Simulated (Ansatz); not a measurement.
A nudged elastic band was laid between two geometries of CH4AlCl3 (9 atoms, charge 0, multiplicity 1).

Method: RKS B3LYP-D4/def2-SVP (Ansatz).

```
movable images  : 7
climbing image  : yes
spring          : 5.0 eV/Å²
optimiser       : quadratic models (default)
start path      : through a guess of the saddle point
force threshold : 0.05 eV/Å
iteration limit : 60
end points      : relaxed
```

Image 0:

```xyz
9
Properties=species:S:1:pos:R:3
Al -0.944 0.278 -0.273
C 0.274 -1.140 0.260
Cl -1.444 0.546 -2.313
Cl -2.286 1.120 1.131
H 1.900 1.350 0.209
Cl 0.967 2.189 -0.118
H 1.107 -1.263 -0.453
H 0.688 -0.975 1.269
H -0.263 -2.104 0.290
```

Image 8:

```xyz
9
Properties=species:S:1:pos:R:3
Al -0.923 1.198 -0.438
C 0.784 -1.021 0.376
Cl -1.642 0.297 -2.187
Cl -1.995 0.994 1.347
H 1.143 0.021 0.374
Cl 0.590 2.640 -0.577
H 1.642 -1.658 0.120
H 0.395 -1.274 1.370
H 0.006 -1.197 -0.384
```

**Question.** What changes between the two ends?

**Answer.** Bonds broken: Al1–C2, H5–Cl6. Bonds formed: C2–H5. CH4AlCl3 becomes AlCl3 + CH4.

**Question.** What energy profile does the band end with?

**Answer.** It converged. The highest image is number 3 of 0 to 8, 0.39 eV above the first end and 1.82 eV above the last; the last end lies 1.42 eV below the first. A vibrational analysis at the climbing image gives 2 clearly imaginary modes (763i, 83i cm⁻¹): a point of higher order, so a lower path passes nearby. The orbitals stay closed-shell, which can raise the energy where a bond breaks towards radicals; this wasn't checked here.

| image | path coordinate (Å) | energy (eV) | Al1–C2 (Å) | H5–Cl6 (Å) | C2–H5 (Å) |
| --- | --- | --- | --- | --- | --- |
| 0 | 0.00 | 0.00 | 1.94 | 1.30 | 2.97 |
| 1 | 0.47 | 0.04 | 1.95 | 1.30 | 2.51 |
| 2 | 0.95 | 0.19 | 1.96 | 1.32 | 2.05 |
| 3 | 1.42 | 0.39 | 2.03 | 1.46 | 1.63 |
| 4 | 1.89 | -0.36 | 2.20 | 1.86 | 1.23 |
| 5 | 2.36 | -1.20 | 2.49 | 2.23 | 1.11 |
| 6 | 2.82 | -1.40 | 2.74 | 2.60 | 1.11 |
| 7 | 3.29 | -1.42 | 2.88 | 2.79 | 1.10 |
| 8 | 3.76 | -1.42 | 2.92 | 2.84 | 1.10 |

**Question.** What is the geometry of the highest image?

**Answer.** 
```xyz
9
Properties=species:S:1:pos:R:3:forces:R:3
Al -0.820 0.552 -0.275 0.00 0.00 0.01
C 0.489 -0.896 0.279 -0.01 -0.02 0.01
Cl -1.424 0.451 -2.288 0.00 0.00 0.00
Cl -2.210 1.064 1.219 0.00 0.00 0.00
H 1.062 0.623 0.104 0.00 0.00 -0.01
Cl 1.055 2.060 -0.136 0.00 -0.01 0.00
H 1.363 -1.184 -0.328 0.01 0.00 0.00
H 0.739 -0.975 1.348 0.00 0.01 0.00
H -0.255 -1.695 0.077 0.00 0.00 -0.01
```

Time of the run: 2.7 min on 2 threads of Arm Neoverse V1 (shared host), peak memory 0.28 GiB.
